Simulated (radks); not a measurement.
Results of a calculation; reference values are marked as such.
Initial-state core-level shifts of the samarium ion Sm2+ when its valence configuration changes from [Xe] 4f6. Code: a radial shooting solver on a logarithmic mesh with Libxc functionals. Model: Dirac Kohn-Sham, BLYP, spin-unpolarised, spherical densities, point nucleus; open shells fill j = l - 1/2 first. Shifts are changes of the shell-averaged eigenvalues in eV (positive: less bound).

| valence | 2p | 3s | 3d | 4p |
|---|---|---|---|---|
| 4f5 5d1 | -6.787 | -7.808 | -7.698 | -7.163 |
| 4f5 6s1 | -9.496 | -10.448 | -10.354 | -9.801 |
| 4f4 5d2 | -14.754 | -17.068 | -16.821 | -15.401 |
| 4f4 6p2 | -22.695 | -24.878 | -24.667 | -23.138 |
| 4f5 6p1 | -10.462 | -11.413 | -11.321 | -10.769 |
| 4f5.5 5d0.5 | -3.224 | -3.698 | -3.647 | -3.420 |
| 4f5.5 6p0.5 | -4.970 | -5.407 | -5.364 | -5.138 |
| 4f4.5 5d0.5 6s1 | -13.467 | -15.038 | -14.879 | -13.918 |
| 4f5.5 6s0.5 | -4.480 | -4.919 | -4.876 | -4.648 |
